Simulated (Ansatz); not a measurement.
Basis-set extrapolation for `C1[CH2][AlH][CH2]1` (PBE0-D4/def2-TZVP geometry, frozen core, Ansatz). Multiplicity 1, RHF reference.

|  | def2-TZVPP | def2-QZVPP |
| --- | --- | --- |
| HF | -359.604270 | -359.616699 |
| MP2 correlation | -0.598001 | -0.635653 |
| CCSD(T) correlation | -0.665537 | not run |

Energies in hartree. Use E(X) = E(∞) + A·exp(−7.88·√X) for Hartree–Fock and E(X) = E(∞) + B·X^(−2.97) for correlation, with X = 3 and 4, and add CCSD(T) minus MP2 of the smaller set to the MP2 limit.

Problem. What is the CCSD(T) energy at the basis-set limit?

Solution. HF limit: -359.616699 + (-0.012429) × 0.13774 = -359.61841. MP2 limit: -0.635653 + (-0.037652) × 0.74074 = -0.66354. Higher-order term: -0.665537 − (-0.598001) = -0.06754. Total: -360.34949 hartree, 2.17 eV below CCSD(T)/def2-TZVPP.
